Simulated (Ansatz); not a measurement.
The same path of CH₄F₂NSb (9 atoms, charge 0, multiplicity 1) was run twice with different band settings. The coordinate that changes most is the height of Sb4 over the plane of its neighbours.

Computed with RKS PBE0-D4/def2-SVP in Ansatz 0.2.0.

Relaxed end points:

```xyz
9
Properties=species:S:1:pos:R:3
F 0.951 1.742 0.207
C 1.252 0.438 -0.143
N 0.239 -0.485 0.186
Sb -1.514 -0.504 -0.852
F -2.584 0.719 0.220
H 2.192 0.173 0.373
H 1.427 0.430 -1.234
H 0.171 -0.683 1.181
H -2.045 -1.877 0.045
```

```xyz
9
Properties=species:S:1:pos:R:3
F 1.444 1.509 0.841
C 1.239 0.516 -0.106
N 0.142 -0.309 0.187
Sb -1.768 0.208 -0.259
F -2.155 -1.271 -1.465
H 2.171 -0.073 -0.155
H 1.087 1.026 -1.074
H 0.304 -1.008 0.905
H -2.376 -0.644 1.111
```

Common settings: movable images 9; climbing image yes; optimiser quadratic models (default); start path through a guess of the saddle point; force threshold 0.05 eV/Å; end points relaxed.

| run | spring | iteration limit |
| --- | --- | --- |
| 1 | 5.0 eV/Å² | 50 |
| 2 | 50.0 eV/Å² | 59 |

What does each run give, and how far can it be trusted?

Run 1: converged after 19 iterations, highest image 1.792 eV above the first end. A vibrational analysis at the climbing image gives one clearly imaginary mode, 521i cm⁻¹: a first-order saddle point.
Run 2: converged after 20 iterations, highest image 1.792 eV above the first end. Another band between the same ends (9 images) ends at a top of the same energy, where a vibrational analysis finds 1 clearly imaginary mode.
